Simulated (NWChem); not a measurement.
# GeH4Se; SMILES [GeH3][SeH]

```xyz
6

Ge    -0.0102     1.1592     0.0000
Se    -0.0295    -1.1989     0.0000
H      0.7054     1.6975    -1.2512
H     -1.4923     1.5625    -0.0163
H      0.6774     1.6997     1.2659
H      1.4389    -1.2923     0.0005
```
Atoms are numbered in this order, from 1.

Geometry: optimised at PBE0/def2-SVP.

Q: List the 4 lowest vertical singlet excitations from PBE0/def2-SVPD, TDA (NWChem).

A: 
```csv
state,energy (eV),oscillator strength,leading excitation (squared amplitude)
S1,4.98,0.009,HOMO → LUMO (0.93)
S2,5.35,0.024,HOMO → LUMO+1 (0.94)
S3,6.53,0.001,HOMO → LUMO+2 (0.86)
S4,6.69,0.004,HOMO → LUMO+3 (0.88)
```
